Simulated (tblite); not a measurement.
Record of a relaxation.

C7H9GaOS.
SMILES with atom numbers: `[CH2:1]=[C:2]([GaH:3][O:4][CH3:5])[c:6]1[cH:7][cH:8][cH:9][s:10]1` (hydrogens: H11, H12 on C1; H13 on Ga3; H14, H15, H16 on C5; H17 on C7; H18 on C8; H19 on C9)

Computed with GFN2-xTB (tblite), gas phase: L-BFGS steps from a force-field or distance-geometry start until the largest atomic force falls under 0.01 eV/Å. 4 of its 184 geometries are shown.

Step 0: E = -762.2745 eV, largest atomic force 3.907 eV/Å
```
atom  x, y, z in Å  |  force x, y, z in eV/Å
C1     -0.120   -2.028   -1.379   -0.829  -1.101  -1.026
C2     -0.128   -1.168   -0.389    1.319   1.186   0.966
Ga3    -1.968   -1.111    0.490    0.006  -1.122   0.475
O4     -3.114    0.178    0.462    0.086   0.023   0.301
C5     -2.684    1.449    0.058   -0.310   0.752  -0.330
C6      1.104   -0.458   -0.067    1.136   0.124  -0.443
C7      1.296    0.454    0.919   -3.659  -0.443   1.075
C8      2.509    1.016    1.070    3.158   2.036   1.069
C9      3.499    0.634    0.206   -2.124  -0.999  -0.294
S10     2.751   -0.564   -0.885   -0.408   0.352   0.553
H11    -1.052   -2.552   -1.604    0.324  -0.144  -0.217
H12     0.756   -2.209   -1.966    0.192  -0.209  -0.296
H13    -2.783   -2.437    0.965    0.375   0.414  -0.221
H14    -1.578    1.485   -0.093   -0.482   0.148  -0.147
H15    -3.218    1.648   -0.906    0.526   0.383   0.658
H16    -2.944    2.199    0.846    0.035  -0.369  -0.636
H17     0.442    0.722    1.603    0.696  -0.263  -0.613
H18     2.719    1.761    1.860   -0.165  -0.494  -0.522
H19     4.502    0.990    0.191    0.122  -0.275  -0.354
```

Step 61: E = -763.1610 eV, largest atomic force 0.051 eV/Å
```
atom  x, y, z in Å  |  force x, y, z in eV/Å
C1      0.151   -2.374   -1.476    0.017  -0.014   0.022
C2      0.051   -1.463   -0.503    0.006   0.005  -0.007
Ga3    -1.723   -1.083    0.434   -0.002  -0.032   0.002
O4     -2.542    0.428    0.414    0.021   0.003   0.002
C5     -2.749    1.794    0.132   -0.010   0.017   0.010
C6      1.133   -0.602   -0.102   -0.006   0.008   0.020
C7      1.124    0.265    0.961    0.025   0.021  -0.004
C8      2.330    0.975    1.124    0.029   0.004  -0.004
C9      3.256    0.643    0.186   -0.015   0.000  -0.024
S10     2.677   -0.544   -0.913   -0.020   0.026  -0.015
H11    -0.681   -3.009   -1.745    0.015   0.018   0.002
H12     1.079   -2.531   -2.013   -0.012  -0.016   0.021
H13    -2.686   -2.075    1.136   -0.035   0.010  -0.030
H14    -1.834    2.275   -0.223    0.021  -0.013  -0.003
H15    -3.518    1.897   -0.636   -0.021  -0.010  -0.017
H16    -3.085    2.303    1.038   -0.011   0.003   0.034
H17     0.261    0.379    1.612    0.029  -0.002  -0.039
H18     2.500    1.700    1.900   -0.004  -0.013  -0.009
H19     4.248    1.031    0.055   -0.029  -0.017   0.038
```

Step 122: E = -763.2376 eV, largest atomic force 0.101 eV/Å
```
atom  x, y, z in Å  |  force x, y, z in eV/Å
C1      0.267   -2.693   -1.078   -0.030   0.037  -0.044
C2      0.130   -1.506   -0.489   -0.023   0.009  -0.015
Ga3    -1.811   -0.979   -0.150    0.026  -0.030  -0.062
O4     -2.520    0.542    0.170    0.012  -0.029   0.015
C5     -2.797    1.885    0.507    0.041  -0.090  -0.020
C6      1.190   -0.598   -0.159   -0.004  -0.063   0.072
C7      1.112    0.413    0.763   -0.064   0.041  -0.029
C8      2.317    1.123    0.916   -0.054   0.047   0.065
C9      3.303    0.655    0.109    0.022  -0.014  -0.028
S10     2.793   -0.676   -0.846   -0.054  -0.062  -0.058
H11    -0.612   -3.296   -1.285    0.042  -0.023  -0.002
H12     1.229   -3.099   -1.359   -0.018  -0.032   0.010
H13    -2.929   -2.042   -0.409    0.020   0.021   0.016
H14    -1.931    2.522    0.306   -0.042  -0.001   0.029
H15    -3.642    2.233   -0.093    0.002   0.023   0.044
H16    -3.053    1.942    1.568   -0.022   0.089  -0.026
H17     0.201    0.621    1.311    0.047   0.001  -0.009
H18     2.440    1.946    1.594    0.027   0.059   0.031
H19     4.304    1.017    0.005    0.070   0.015   0.013
```

Step 183: E = -763.2515 eV, largest atomic force 0.009 eV/Å
```
atom  x, y, z in Å  |  force x, y, z in eV/Å
C1      0.261   -2.669   -1.069    0.002   0.000  -0.001
C2      0.154   -1.457   -0.522    0.003  -0.003  -0.002
Ga3    -1.791   -0.911   -0.265   -0.006  -0.006  -0.001
O4     -2.568    0.528    0.235   -0.004   0.007   0.005
C5     -2.940    1.817    0.671    0.002   0.000   0.000
C6      1.242   -0.599   -0.158   -0.001   0.003   0.003
C7      1.146    0.586    0.524    0.000   0.000  -0.003
C8      2.390    1.205    0.750    0.004   0.000   0.000
C9      3.426    0.492    0.235   -0.003   0.002   0.001
S10     2.912   -0.955   -0.533   -0.003   0.003   0.005
H11    -0.632   -3.237   -1.309   -0.004   0.000   0.003
H12     1.212   -3.135   -1.288    0.002   0.002  -0.001
H13    -2.867   -1.980   -0.634    0.002   0.006   0.000
H14    -2.119    2.527    0.544   -0.002   0.000   0.000
H15    -3.797    2.163    0.088    0.001  -0.003  -0.002
H16    -3.221    1.784    1.727    0.005  -0.006  -0.003
H17     0.198    0.984    0.856    0.001  -0.002   0.000
H18     2.511    2.139    1.270    0.001  -0.003  -0.002
H19     4.472    0.727    0.258    0.000   0.000  -0.001
```

**Question.** Summarise the path.

**Answer.** The energy falls by 0.9770 eV from step 0 to step 183; nine tenths of that is first reached at step 51. It falls at every step. The largest force goes from 3.907 to 0.009 eV/Å. Among the bonds C6–S10 changes most, from 1.842 to 1.748 Å; the atoms move by 0.857 Å rms after alignment.

**Question.** Follow the three bonds and two angles with the largest change from start to end.

**Answer.** 
```csv
step,E above end (eV),largest force (eV/Å),C6–S10 (Å),C9–S10 (Å),Ga3–H13 (Å),Ga3–O4–C5 (°),Ga3–C2–C6 (°)
0,0.9770,3.907,1.842,1.784,1.628,118.6,130.8
8,0.3219,0.331,1.757,1.718,1.569,124.7,127.9
16,0.2346,0.201,1.751,1.712,1.545,133.0,124.2
24,0.1907,0.154,1.755,1.714,1.556,144.2,122.3
32,0.1429,0.189,1.748,1.713,1.542,149.5,118.4
40,0.1187,0.125,1.748,1.715,1.545,152.6,116.1
48,0.1009,0.097,1.746,1.716,1.558,158.5,114.6
56,0.0937,0.061,1.744,1.718,1.547,158.2,114.9
64,0.0889,0.055,1.745,1.718,1.550,157.5,114.3
72,0.0822,0.053,1.746,1.718,1.549,157.1,114.8
80,0.0759,0.088,1.743,1.719,1.551,161.6,115.5
88,0.0617,0.135,1.743,1.718,1.563,162.0,118.8
95,0.0363,0.100,1.746,1.716,1.567,163.9,120.2
103,0.0305,0.038,1.746,1.717,1.562,169.3,120.0
111,0.0282,0.041,1.744,1.718,1.560,168.4,120.4
119,0.0200,0.112,1.745,1.719,1.560,167.2,120.0
127,0.0082,0.064,1.748,1.719,1.558,165.7,120.3
135,0.0054,0.046,1.747,1.718,1.559,165.0,120.4
143,0.0044,0.012,1.747,1.717,1.559,164.5,120.5
151,0.0040,0.012,1.747,1.717,1.558,164.3,120.5
159,0.0036,0.036,1.746,1.717,1.559,164.6,120.6
167,0.0023,0.020,1.748,1.717,1.558,165.5,121.5
175,0.0011,0.039,1.747,1.716,1.559,166.7,122.0
183,0.0000,0.009,1.748,1.717,1.561,168.3,122.2
```

What follows is the cost of the whole relaxation. Hardware: Arm Neoverse N1, one thread, on a shared host. Cost: 3.1 s of wall time.
